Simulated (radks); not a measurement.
Polarisability of the calcium ion Ca3+, [Ne] 3s2 3p5, at imaginary frequency. Calculated with a radial shooting solver on a logarithmic mesh with Libxc functionals: non-relativistic Kohn-Sham, LDA (Slater exchange, VWN5 correlation), spin-unpolarised, spherical densities, point nucleus. Response by self-consistent Sternheimer equations with the Hartree and adiabatic LDA kernel.

w (hartree),alpha1(iw) (bohr^3)
0.00266,2.549
0.0143,2.549
0.0360,2.547
0.0697,2.542
0.118,2.530
0.186,2.501
0.280,2.443
0.413,2.330
0.605,2.125
0.892,1.787
1.35,1.312
2.12,0.7909
3.59,0.3751
6.94,0.1350
17.5,0.03186

Static values: alpha1 = 2.549 bohr^3 (0.3778 angstrom^3; uncoupled 4.118). C6 = 6.866, triple-dipole C9 = 12.85 atomic units. One-pole (London) frequency 4 C6 / (3 alpha1^2) = 1.409 hartree, against 2.194 for minus the highest occupied eigenvalue. The dipole shielding factor is 0.850, as the force sum rule N/Z = 0.850 demands.
